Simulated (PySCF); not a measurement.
Dipole polarisabilities along group 8

Calculated with PySCF 2.14 for the ground configurations, without spin-orbit coupling: coupled response for Hartree-Fock and DFT. Mean α in bohr³, C₆ of like pairs in atomic units.

| species | α UHF | α PBE | α PBE0 | α recommended (Schwerdtfeger and Nagle) | C₆ UHF | C₆ PBE | C₆ PBE0 |
| --- | --- | --- | --- | --- | --- | --- | --- |
| Fe [Ar] 3d6 4s2 (aug-cc-pVTZ, non-relativistic) | 85.70 | 63.20 | 66.96 | 62 ± 4 | 822.7 | 564.4 | 608.7 |
| Ru [Kr] 4d7 5s1 (aug-cc-pVTZ-DK, spin-free X2C) | 93.30 | 58.17 | 62.53 | 72 ± 10 | 890.4 | 535.9 | 575.1 |
| Os [Xe] 4f14 5d6 6s2 (aug-cc-pVTZ-PP with ECP60MDF, ECP) | 76.69 | 55.44 | 58.36 | 57 ± 3 | 872.5 | 625.7 | 663.0 |

Hartree-Fock lacks correlation. All values carry a basis error, and heavy open shells lack spin-orbit coupling.
